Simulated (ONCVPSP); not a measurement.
## Logarithmic derivatives: boron, ONCV

```json
{
  "Element": "B (Z = 5)",
  "Generator": "ONCVPSP 4.0.1",
  "Type": "optimised norm-conserving Vanderbilt (ONCV)",
  "Functional": "PBE",
  "Relativity": "scalar-relativistic",
  "Frozen core": "[He]",
  "Valence charge": "3",
  "Reference configuration": "2s2 2p1",
  "Partial waves": "2s: rc 1.40 bohr, ncon 4, nbas 9, qcut 5.7 1/bohr, 3 projectors, debl 1.6 Ha; 2p: rc 2.90 bohr, ncon 4, nbas 7, qcut 4.9 1/bohr, 3 projectors, debl 2.5 Ha",
  "Local potential": "polynomial inside 1.15 bohr (lpopt 5, dvloc0 6 Ha)",
  "Core correction": "Teter function, fcfact 4.75, rcfact 1.4"
}
```

The phase is arctan(r·R′/R) of the radial function R(r), unwrapped; energies in Ha, scanned from -2 to 5 Ha. A pole is an energy at which the radial function vanishes at the test radius. The pseudo phase is shifted by a multiple of π to meet the all-electron one at the reference energy, and phase errors are pseudo minus all-electron; the curves can meet again beyond the range given. Levels narrower than the energy grid can be missing from the lists of poles.

A narrow feature of the pseudo curve, probably an extra level, lies near 0.60 Ha in the p channel; the grid steps over it, so the window and error are not given (n/a).

```tsv
channel	radius (bohr)	reference energy (Ha)	poles, all-electron	poles, pseudo	unbroken range about the reference energy with phases within 0.05 rad	phase error 1 Ha above the reference energy (rad)
s	1.42	-0.35	2.63	2.63	the whole range	-0.000
p	2.94	-0.13	0.07, 1.88, 4.90	0.07, 1.88, 4.90	n/a	n/a
```

Phases in the s channel:

| E (Ha) | all-electron | pseudo |
| --- | --- | --- |
| -1.98 | 0.796 | 0.796 |
| -1.62 | 0.608 | 0.608 |
| -1.26 | 0.322 | 0.322 |
| -0.90 | -0.076 | -0.076 |
| -0.54 | -0.501 | -0.501 |
| -0.18 | -0.835 | -0.835 |
| 0.18 | -1.059 | -1.059 |
| 0.54 | -1.208 | -1.208 |
| 0.90 | -1.313 | -1.313 |
| 1.26 | -1.389 | -1.389 |
| 1.62 | -1.449 | -1.449 |
| 1.98 | -1.498 | -1.498 |
| 2.34 | -1.540 | -1.540 |
| 2.70 | -1.578 | -1.578 |
| 3.06 | -1.614 | -1.614 |
| 3.42 | -1.649 | -1.649 |
| 3.78 | -1.686 | -1.686 |
| 4.14 | -1.726 | -1.726 |
| 4.50 | -1.772 | -1.772 |
| 4.86 | -1.828 | -1.829 |
